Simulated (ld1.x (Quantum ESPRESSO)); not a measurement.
What the settings do to the TM potential of iodine

Base potential:

ld1.x (Quantum ESPRESSO) 7.5 input, shortened:

```
&input
   title='I', zed=53., rel=2, dft='PBE', iswitch=3,
   config='[Kr] 4d10 5s2 5p4 5d-2', rel_dist='average'
 /
 &inputp
   pseudotype=2, tm=.true., lloc=0,
   nlcc=.true., new_core_ps=.true., rcore=0.70
 /
3
5P  2  1   4.00   0.00  2.05  2.05  0.0
5D  3  2  -2.00   0.45  2.10  2.10  0.0
5S  1  0   2.00   0.00  1.55  1.55  0.0
 &test
   configts(1)='5s2 5p4'
 /
```

Open shells are filled in proportion to 2j + 1 (rel_dist='average').

Cutoffs, loose and tight: the cutoffs (Ry, on a coarse ladder) from which the occupation-weighted sum of valence levels, in a spherical-Bessel basis at the reference potential, stays within 10 and 1 mRy of its value at 400 Ry. They do not see the model core or the augmentation charge, which bear on the density cutoff. Test errors are all-electron minus pseudo excitation energies from the reference, over the configurations 5s2 5p5; 5s2 5p3; 5s2 5p2; 5s1 5p6; 5s1 5p5; 5s2 5p1; 5s2 5p4.5. A dash means not determined; rows that change the core or the reference have their own tests.

A true bound ghost makes a file unfit for plane-wave use even where its test errors are small: the radial tests pick states by their node count and pass the ghost by.

| change | outcome | cutoff, loose | cutoff, tight | bound ghosts | largest test error (meV) |
| --- | --- | --- | --- | --- | --- |
| base | generated | 35 Ry | 70 Ry | none | -78 |
| all radii but the core radius scaled by about 0.78 (s 1.20, p 1.60, d 1.64 bohr) | generated | 160 Ry | 260 Ry | p3/2, p1/2, d3/2, d5/2, s (extra level of the local part) | -37 |
| all radii but the core radius scaled by about 1.06 (s 1.64, p 2.18, d 2.24 bohr) | generated | 35 Ry | 60 Ry | none | -87 |
| all radii but the core radius scaled by about 1.14 (s 1.76, p 2.34, d 2.40 bohr) | generated | 30 Ry | 50 Ry | none | -104 |
| all radii but the core radius scaled by about 1.23 (s 1.90, p 2.52, d 2.58 bohr) | generated | 30 Ry | 50 Ry | none | -135 |
| all radii but the core radius scaled by about 1.29 (s 2.00, p 2.64, d 2.72 bohr) | generated | 30 Ry | 50 Ry | none | -157 |

Question: What comes out with this change to the base: all radii but the core radius scaled by about 0.85 (s 1.32, p 1.74, d 1.78 bohr)?

Answer: outcome: generated; cutoff, loose: 70 Ry; cutoff, tight: 200 Ry; bound ghosts: p1/2, d3/2, d5/2; largest test error (meV): -61.

Question: What comes out with this change to the base: all radii but the core radius scaled by about 1.38 (s 2.14, p 2.82, d 2.90 bohr)?

Answer: outcome: generated; cutoff, loose: 25 Ry; cutoff, tight: 40 Ry; bound ghosts: none; largest test error (meV): -186.

Question: What comes out with this change to the base: all radii but the core radius scaled by about 0.89 (s 1.38, p 1.82, d 1.88 bohr)?

Answer: outcome: generated; cutoff, loose: 70 Ry; cutoff, tight: 140 Ry; bound ghosts: d3/2, d5/2; largest test error (meV): -70.

Reading the sweep of the scale of all radii but the core radius (base = 1) (base included, trends over the rows without a ghost): The loose cutoff falls from 35 Ry at 1 to 25 Ry at 1.38. A larger radius leaves more room for a smooth pseudo-wave, so fewer plane waves are needed; a smaller one forces it to follow the all-electron wave where it bends sharply. The median size of the test errors (rows with all tests solved) is not monotonic: lowest 2.0 meV at 1.29, highest 9.2 meV at 1. Bound ghosts are found at 0.78, 0.85, 0.89.
